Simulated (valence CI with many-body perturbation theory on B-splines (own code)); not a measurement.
**E1 line list for Pd15+**

Method: configuration interaction combined with many-body perturbation theory (CI+MBPT): three valence electrons over a frozen Dirac-Fock core [Ar] 3d10, radial functions for each j: 11 s, 11 p, 10 d, 8 f, 5 g, 2 h, with the one-electron correlation potential Σ1, the two-electron term Σ2, the three-electron term Σ3, Breit, model QED; selected CI, second order for the rest, scaled by the run's own slope (own B-spline code, finite nucleus).

No measured spectrum was set against this ion. As an estimate, levels hold to about 250 cm⁻¹ or 0.2 % of their energy and the worst to 1 %, as in measured heavy ions of charge 2 to 7; those with d or f electrons hold less well.

Lines 51 to 100 of 551 in falling wavelength, among levels below 1736600 cm⁻¹, chosen from the strongest by gf and those to the six lowest levels. Wavelengths and rates use the calculated energies, so an error of 1000 cm⁻¹ moves a line at 32.85 nm by 0.33 % and its rate by three times that or more. Electric multipoles are in the length gauge with retardation, E1 and E2 with the static RPA response of the core. Weak lines are less certain than strong ones. Lines between different terms over intervals too small for the method are left out, as are lines whose strength nearly cancels. Where a level lies close to another of its J and parity, the split of strength between their lines is uncertain. The highest levels of a list are the least certain.

Names give the largest LS component (configuration and term), which can be under half, so a name can repeat, a term be missing and a line seem to break the LS rules; names also repeat where a configuration has a term twice. Letters in brackets count levels of one name in rising energy.

| λ vac (nm) | Upper | Lower | A (s⁻¹) | S (a.u.) |
| --- | --- | --- | --- | --- |
| 32.85 | 4p.4d2 4G°_7/2 | 4s.4p.4f 4G_5/2 [a] | 2.91e+09 | 4.07e-01 |
| 32.39 | 4p.4d2 2G°_9/2 [b] | 4s.4d2 2F_7/2 | 2.07e+09 | 3.48e-01 |
| 32.36 | 4p2.4f 4G°_9/2 | 4s.4d2 4F_9/2 [b] | 2.21e+09 | 3.70e-01 |
| 32.26 | 4p3 2P°_3/2 | 4s.4p2 2P_3/2 | 1.06e+10 | 7.00e-01 |
| 31.99 | 4p2.4f 2G°_7/2 [a] | 4s.4p.4f 4F_9/2 | 4.49e+09 | 5.80e-01 |
| 31.90 | 4p3 2D°_5/2 | 4s.4p2 2D_5/2 | 8.31e+09 | 7.98e-01 |
| 31.70 | 4p.4d2 4G°_11/2 [b] | 4s.4d2 2G_9/2 | 2.34e+09 | 4.41e-01 |
| 31.52 | 4p.4d2 4G°_9/2 [a] | 4s.4p.4f 4F_7/2 [a] | 2.36e+09 | 3.65e-01 |
| 31.52 | 4p.4d2 2G°_9/2 [b] | 4s.4p.4f 2G_7/2 [b] | 3.14e+09 | 4.85e-01 |
| 31.45 | 4p2.4f 2G°_7/2 [b] | 4s.4p.4f 4D_5/2 [a] | 3.05e+09 | 3.75e-01 |
| 31.44 | 4p2.4f 2G°_9/2 | 4s.4p.4f 4G_11/2 | 4.25e+09 | 6.53e-01 |
| 31.37 | 4p.4d2 4F°_9/2 | 4s.4p.4f 4F_7/2 [b] | 2.60e+09 | 3.96e-01 |
| 31.36 | 4p2.4f 2G°_7/2 [b] | 4s.4d2 2G_9/2 | 2.68e+09 | 3.27e-01 |
| 31.25 | 4p2.4f 4D°_7/2 | 4s.4p.4f 2G_7/2 [a] | 2.70e+09 | 3.25e-01 |
| 31.24 | 4s.4p2 2D_5/2 | 4s2.4p 2P°_3/2 | 4.93e+09 | 4.45e-01 |
| 31.16 | 4p.4d2 4D°_7/2 [b] | 4s.4p.4f 4F_5/2 | 3.10e+09 | 3.71e-01 |
| 31.09 | 4s.4p.4f 2G_7/2 [b] | 4s2.4f 2F°_7/2 | 5.81e+09 | 6.90e-01 |
| 31.04 | 4p2.4d 2G_7/2 | 4s.4p.4d 4D°_5/2 | 2.97e+09 | 3.51e-01 |
| 31.03 | 4s.4p.4f 2F_5/2 [b] | 4s2.4f 2F°_5/2 | 5.88e+09 | 5.20e-01 |
| 30.99 | 4p2.4d 4F_7/2 | 4s.4p.4d 4F°_9/2 | 8.13e+09 | 9.55e-01 |
| 30.87 | 4p2.4d 2F_7/2 [b] | 4s.4p.4d 2F°_7/2 [b] | 5.41e+09 | 6.29e-01 |
| 30.66 | 4p2.4d 4F_5/2 | 4s.4p.4d 4F°_7/2 | 8.94e+09 | 7.63e-01 |
| 30.62 | 4p2.4d 4D_7/2 | 4s.4p.4d 2D°_5/2 [b] | 4.11e+09 | 4.66e-01 |
| 30.58 | 4p.4d2 4G°_11/2 [b] | 4s.4d2 4F_9/2 [a] | 4.60e+09 | 7.80e-01 |
| 30.56 | 4p3 4S°_3/2 [b] | 4s.4p2 2D_3/2 | 2.83e+09 | 1.60e-01 |
| 30.50 | 4p2.4f 2G°_9/2 | 4s.4p.4f 4D_7/2 | 2.72e+09 | 3.80e-01 |
| 30.44 | 4p.4d2 4D°_7/2 [b] | 4s.4d2 4P_5/2 | 3.75e+09 | 4.18e-01 |
| 30.42 | 4p2.4d 2D_5/2 [c] | 4s.4p.4d 2D°_5/2 [c] | 8.46e+09 | 7.05e-01 |
| 30.42 | 4p2.4d 4F_3/2 | 4s.4p.4d 4F°_5/2 | 8.39e+09 | 4.66e-01 |
| 30.32 | 4s.4d2 2F_7/2 | 4s2.4f 2F°_5/2 | 3.72e+09 | 4.09e-01 |
| 30.26 | 4p2.4f 4G°_11/2 | 4s.4d2 4F_9/2 [b] | 6.95e+09 | 1.14e+00 |
| 30.19 | 4p3 2D°_5/2 | 4s.4p2 2D_3/2 | 2.38e+09 | 1.94e-01 |
| 30.02 | 4p2.4d 4F_9/2 | 4s.4p.4d 4F°_9/2 | 9.49e+09 | 1.27e+00 |
| 29.99 | 4p.4d2 4P°_5/2 | 4s.4d2 4P_3/2 | 4.91e+09 | 3.92e-01 |
| 29.96 | 4p2.4d 4F_7/2 | 4s.4p.4d 4P°_5/2 | 7.99e+09 | 8.48e-01 |
| 29.87 | 4s.4p.4d 2F°_7/2 [a] | 4s2.4d 2D_5/2 | 6.65e+09 | 7.00e-01 |
| 29.76 | 4p.4d2 4G°_11/2 [a] | 4s.4p.4f 4F_9/2 | 8.70e+09 | 1.36e+00 |
| 29.61 | 4s.4p2 2P_1/2 | 4s2.4p 2P°_3/2 | 1.13e+09 | 2.89e-02 |
| 29.50 | 4p2.4d 4F_3/2 | 4s.4p.4d 4F°_3/2 | 6.28e+09 | 3.18e-01 |
| 29.46 | 4p2.4f 4G°_9/2 | 4s.4d2 2G_9/2 | 5.18e+09 | 6.54e-01 |
| 29.43 | 4p3 4S°_3/2 [a] | 4s.4p2 4P_5/2 | 1.45e+10 | 7.31e-01 |
| 29.41 | 4p2.4d 4P_5/2 | 4s.4p.4d 4D°_7/2 | 1.04e+10 | 7.84e-01 |
| 29.37 | 4p.4d2 4D°_7/2 [c] | 4s.4p.4f 4D_5/2 [b] | 6.78e+09 | 6.78e-01 |
| 29.06 | 4p2.4f 4G°_5/2 | 4s.4p.4f 4F_7/2 [a] | 7.15e+09 | 5.19e-01 |
| 28.86 | 4p2.4d 2F_7/2 [a] | 4s.4p.4d 4F°_7/2 | 4.48e+09 | 4.25e-01 |
| 28.83 | 4p2.4f 4D°_7/2 | 4s.4p.4f 4F_9/2 | 7.54e+09 | 7.14e-01 |
| 28.58 | 4s.4p.4f 2G_9/2 [a] | 4s2.4f 2F°_7/2 | 1.15e+10 | 1.33e+00 |
| 28.47 | 4p2.4f 2G°_9/2 | 4s.4p.4f 4G_7/2 | 5.34e+09 | 6.07e-01 |
| 28.46 | 4p2.4d 4F_7/2 | 4s.4p.4d 4F°_7/2 | 3.23e+09 | 2.94e-01 |
| 28.35 | 4p.4d2 2G°_9/2 [a] | 4s.4p.4f 4F_9/2 | 3.68e+09 | 4.14e-01 |
